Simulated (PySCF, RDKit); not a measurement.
Complex: CH3F (SMILES CF) (first 5 atoms) with CH2O (SMILES C=O); geometry from B3LYP-D3(BJ)/def2-TZVP, rigid monomers moved along the line of their centres of mass till F2···H9 is 2.78 Å.
(charge 0, multiplicity 1):
```xyz
9

C      0.16294    -0.26084    -0.45663
F      0.45127     1.04164    -0.03605
H      1.00099    -0.62231    -1.05313
H      0.02100    -0.88178     0.42650
H     -0.74463    -0.23350    -1.06026
C      0.26940     0.32505     3.53543
O      0.01664    -0.82161     3.27714
H      0.34186     0.67894     4.58212
H      0.44039     1.07529     2.74439
```

Counterpoise-corrected where a basis set is named; no monomer relaxation. Rows marked so take none.

Rows in 6-31G* carry no dispersion term and start afresh at each structure (6-31G* with six Cartesian d functions).

Run with PySCF for 6-31G* rows; RDKit for the force fields. 

Question: One of these levels gives -2.88 kcal/mol for the interaction energy. Which?
A. MMFF94
B. HF/6-31G* (no counterpoise)
C. M06-2X/6-31G* (no counterpoise)

Answer: B, HF/6-31G* (no counterpoise). The others give -2.48 (MMFF94), -3.46 (M06-2X/6-31G* (no counterpoise))
